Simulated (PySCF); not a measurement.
MoO2Cl, SMILES [Cl][Mo](=[O])=[O] (connectivity only; charge and spin as stated), neutral, multiplicity 2.

Geometry: PBE-D3(BJ)/def2-SVP. A frequency run showed that this geometry is not a minimum. The spin state was assumed, not searched. The isomer is the one that the SMILES or the coordinates give; other isomers of the formula were not compared. The def2 effective core potentials stand for the cores of Mo; spin–orbit coupling is left out.

Method: TDA-CAM-B3LYP/def2-SVPD (PySCF).

Vertical excitations. The molecule is in vacuum.

Computed UV-visible absorptions:
```csv
state,energy (eV),λ (nm),f,main pairs
root 1,1.09,1142,0.001,α HOMO→LUMO 97 %
root 2,2.25,551,0.000,α HOMO→LUMO+1 98 %
root 3,3.45,359,0.000,"α HOMO−1→LUMO 85 %, β HOMO→LUMO+1 7 %"
root 4,3.67,337,0.000,β HOMO→LUMO 92 %
root 5,3.92,316,0.001,"α HOMO−3→LUMO 36 %, α HOMO−5→LUMO 16 %, α HOMO−6→LUMO+1 6 %, β HOMO−2→LUMO+1 14 %, β HOMO−3→LUMO 9 %, β HOMO−4→LUMO+1 8 %"
root 6,3.92,316,0.000,"α HOMO−1→LUMO+1 42 %, α HOMO−4→LUMO 30 %, β HOMO−3→LUMO+1 12 %, β HOMO→LUMO+2 9 %"
root 7,3.94,315,0.000,"α HOMO−1→LUMO 8 %, β HOMO→LUMO+1 84 %"
root 8,4.11,302,0.003,α HOMO→LUMO+2 86 %
root 9,4.25,292,0.002,β HOMO−3→LUMO 77 %
root 10,4.25,292,0.000,"α HOMO−1→LUMO+1 30 %, α HOMO−4→LUMO 15 %, β HOMO−3→LUMO+1 36 %"
```
Unrestricted roots are not spin-pure.
